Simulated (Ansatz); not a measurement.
CH2O3, SMILES O=C(O)O.

The structure is a stationary point at B3LYP-D3(BJ)/def2-SVP. The values are those of a single conformer.

Two levels are set side by side: PBE/def2-SVPD (Ansatz, a program for electronic structure) and CAM-B3LYP/def2-SVPD (Ansatz). Energy differences of separate SCF runs at the same geometry; the states with an electron removed or added have multiplicity 2 and 2. Differences are taken from unrounded values.

| quantity | PBE |
|---|---|
| vertical ionisation energy (eV) | 11.38 |
| vertical singlet–triplet gap (eV) | 6.61 |

Question: These are the PBE values. What does CAM-B3LYP give? (An estimate is asked for; the answer gives what the named calculation found.)

Answer: 
```
quantity                           CAM-B3LYP  PBE minus CAM-B3LYP
---------------------------------  ---------  -------------------
vertical ionisation energy (eV)        11.81                -0.43
vertical singlet–triplet gap (eV)       6.61                 0.00
```
